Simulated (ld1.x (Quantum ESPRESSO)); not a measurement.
An all-electron radial function and its pseudo partner (germanium)

Columns: radius, all-electron u(r) and pseudo u(r) of the 4s shell (level -11.61 eV) of germanium in the configuration [Ar] 3d10 4s2 4p2; LDA (PZ), non-relativistic, ultrasoft scheme, ld1.x (Quantum ESPRESSO) 7.5.

| r (bohr) | all-electron | pseudo |
| --- | --- | --- |
| 0.103 | -0.1580 | -0.0788 |
| 0.205 | -0.1327 | -0.1559 |
| 0.308 | 0.1442 | -0.2318 |
| 0.410 | 0.3200 | -0.3042 |
| 0.513 | 0.3400 | -0.3736 |
| 0.615 | 0.2500 | -0.4380 |
| 0.718 | 0.1030 | -0.4980 |
| 0.820 | -0.0595 | -0.5519 |
| 0.923 | -0.2179 | -0.6003 |
| 1.025 | -0.3573 | -0.6422 |
| 1.128 | -0.4756 | -0.6780 |
| 1.230 | -0.5694 | -0.7072 |
| 1.332 | -0.6412 | -0.7299 |
| 1.435 | -0.6934 | -0.7466 |
| 1.538 | -0.7280 | -0.7570 |
| 1.640 | -0.7475 | -0.7615 |
| 1.743 | -0.7547 | -0.7601 |
| 1.845 | -0.7518 | -0.7532 |
| 1.948 | -0.7408 | -0.7409 |
| 2.050 | -0.7235 | -0.7235 |
| 2.153 | -0.7012 | -0.7012 |
| 2.255 | -0.6755 | -0.6755 |
| 2.358 | -0.6470 | -0.6470 |
| 2.460 | -0.6171 | -0.6171 |
| 2.562 | -0.5862 | -0.5862 |
| 2.665 | -0.5546 | -0.5546 |

(1) How many radial nodes do the two functions have?

(2) At about which radius was the pseudo-wave matched?

(3) Is the pseudo-wave norm-conserving?

Results:

(1) The all-electron 4s function has n − l − 1 = 3 (the table is too coarse to show those close to the nucleus); the pseudo-wave has 0, since the states of the same l below it are removed with the core.

(2) 2.05 bohr, where the columns begin to agree (steps of 0.10 bohr).

(3) No, it belongs to an ultrasoft set: the norm inside the radius is not constrained, and the difference is carried by the augmentation charge.
